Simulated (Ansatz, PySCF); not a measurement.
Cl2Te, charge -1, doublet, at a GFN2-xTB geometry (a state made from the parent by changing its charge; the spin is typed, not shown lowest) (core potentials on Te). Base run: BHANDHLYP/def2-TZVP in PySCF.

Here is a job for PySCF.
```python
from pyscf import gto, scf, dft

mol = gto.Mole()
mol.atom = '''
    Te   -0.00248112    0.00245025    0.12822818
    Cl    1.61679764    1.97015479   -0.20262164
    Cl   -1.60920833   -1.97764968   -0.18960572
'''
mol.basis = 'def2-tzvp'
mol.ecp = {'Te': 'def2-tzvp'}
mol.charge = -1
mol.spin = 1
mol.verbose = 4
mol.build()

mf = dft.UKS(mol)
mf.xc = 'bhandhlyp'
mf.kernel()
```

The same geometry, method and basis name were run in Ansatz (a quantum-chemistry and plane-wave program) and PySCF, at each program's defaults and at the settings that a row names. The base is PySCF at its defaults. Differences at the defaults can come from grids, fitting, cores and function types together. The rows with settings made alike still differ; the cause (another SCF solution, basis table, core potential or functional code) wasn't traced.

```json
[
 {"code and settings": "PySCF, defaults (exact integrals, its default grid, spherical functions)", "ΔE vs base (mEh)": "0.000", "basis functions": "124", "E (Eh)": "-1188.51182", "SCF cycles": "12"},
 {"code and settings": "Ansatz, defaults (factorised integrals, its default grid, spherical functions)", "ΔE vs base (mEh)": "-3.718", "basis functions": "124", "E (Eh)": "-1188.51554", "SCF cycles": "-"},
 {"code and settings": "PySCF, density fitting with def2-universal-jkfit", "ΔE vs base (mEh)": "0.016", "basis functions": "124", "E (Eh)": "-1188.51180", "SCF cycles": "12"},
 {"code and settings": "PySCF, fine grid", "ΔE vs base (mEh)": "0.000", "basis functions": "124", "E (Eh)": "-1188.51182", "SCF cycles": "12"},
 {"code and settings": "Ansatz, high accuracy", "ΔE vs base (mEh)": "-3.739", "basis functions": "124", "E (Eh)": "-1188.51556", "SCF cycles": "-"}
]
```

Open shells are given as the SCF converged; they aren't shown to be the lowest states, and a large step between rows can be another state.
